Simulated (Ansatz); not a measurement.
Isomers of Be3Se2⁺ (doublet), relaxed with PBE-D4/def2-SVP; total energies from Ansatz at PBE0-D4/def2-TZVP.

| isomer | description | energy (Eh) |
| --- | --- | --- |
| A | point group D3h; 6 × Be–Se 2.17 Å | -4846.54527 |
| B | point group C2; 4 × Be–Se 2.03 to 2.08 Å; 1 × Be–Be 2.18 Å | -4846.52747 |

The isomers come from a short search, and lower ones may exist.

**Question.** Work out the relative energies (1 Eh = 2625.5 kJ/mol) and the Boltzmann populations at 800 K from electronic energies alone (R = 8.314 J/mol/K).

**Answer.** ΔE: A 0.0, B 46.7 kJ/mol. RT = 6.65 kJ/mol. Factors exp(−ΔE/RT): A 1, B 0.000892; sum 1.001. Populations: A 99.9 %, B 0.1 %. Zero-point energy, vibrational entropy and symmetry numbers are left out and can shift these; an error of 4 kJ/mol changes a ratio by a factor of 1.8. Over the other density-functional and correlated levels in def2 sets, the gap between A and B ranges from 15 to 50 kJ/mol.
